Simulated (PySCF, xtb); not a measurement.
H₅P₂, SMILES [PH3+]P, charge +1.

xtb 6.7.1 with GFN2-xTB at its own geometry gives an orbital gap of 4.96 eV.

Geometry optimised at PBE-D3(BJ)/def2-TZVP. The isomer is the one that the SMILES or the coordinates give; other isomers of the formula were not compared.

**Question.** What does PBE/def2-TZVPD in PySCF give? (Estimate from the structure and the level; the computed values follow.)

**Answer.** gap 5.45 eV (levels -12.87 and -7.42 eV).
